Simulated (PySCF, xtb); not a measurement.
1,3-dibromopropa-1,2-diene (C3H2Br2), SMILES C(=CBr)=CBr.

Harmonic wavenumbers (cm⁻¹) from xtb 6.7.1 with GFN2-xTB at its own minimum, in rising order: 60, 151, 213, 375, 425, 607, 616, 671, 796, 1106, 1139, 1295, 2025, 3069, 3070.

Problem. What does PySCF with PBE-D3(BJ)/def2-SVP give at its own minimum? (The exact figures need the calculation; the answer reports its results.)

Solution. 62, 162, 222, 397, 449, 653, 659, 690, 797, 1078, 1143, 1276, 1996, 3124, 3124. Paired by order, the mean absolute difference is 24 cm⁻¹ and the zero-point energies are 22.3 and 22.6 kcal/mol.
